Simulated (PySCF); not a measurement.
B₂F₃, SMILES F[B]B(F)F, multiplicity 2.

Geometry optimised at PBE-D3(BJ)/def2-SVP. The isomer is the one that the SMILES or the coordinates give; other isomers of the formula were not compared. One conformer was computed; it need not be the lowest.

Calculation: PBE-D3(BJ)/def2-SVP run with PySCF.

Frequencies are harmonic and unscaled.

```tsv
mode	ν (cm⁻¹)	IR (km/mol)	moving atoms (share of kinetic energy)
1	118	1.2	F 82 %, B 18 %
2	202	11.1	B 53 %, F 47 %
3	357	0.1	B 72 %, F 28 %
4	398	1.0	F 74 %, B 26 %
5	553	14.3	B 80 %, F 20 %
6	656	15.5	F 65 %, B 35 %
7	1178	404.2	B 65 %, F 35 %
8	1341	237.6	B 72 %, F 28 %
9	1486	37.2	B 78 %, F 22 %
```
